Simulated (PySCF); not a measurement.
# Working out the ionisation energy of Se⁺

Se⁺ [Ar] 3d10 4s2 4p3 (4S) → Se²⁺ [Ar] 3d10 4s2 4p2 (3P). All numbers are calculated (PySCF 2.14, scalar relativity through the core potential, in cc-pVDZ-PP with ECP10MDF (4s3p2d, 23 functions)). Frozen: 3s2 3p6 3d10. Energies in hartree (1 hartree = 27.21139 eV):

```tsv
part	Se⁺ (lower)	Se²⁺ (upper)
UHF	-371.532179	-370.766267
CCSD correlation	-0.071205	-0.059931
(T)	-0.000626	-0.000542
```

**Question.** What does Hartree-Fock give?

**Answer.** (-370.766267) − (-371.532179) = 0.765912 hartree = 20.842 eV.

**Question.** What do CCSD and CCSD(T) give?

**Answer.** The CCSD correlation energies differ by 0.011274 hartree = 0.307 eV and the triples by 0.000084 hartree = 0.002 eV, so CCSD gives 21.149 eV and CCSD(T) 21.151 eV.

Reference: 21.196 ± 0.01 eV (measured; NIST Atomic Spectra Database, ionization energies), between the lowest levels; spin-orbit coupling is absent from the calculation.

A double-zeta basis recovers only part of the correlation energy.

What remains against the reference includes basis incompleteness, the frozen core and higher excitations.
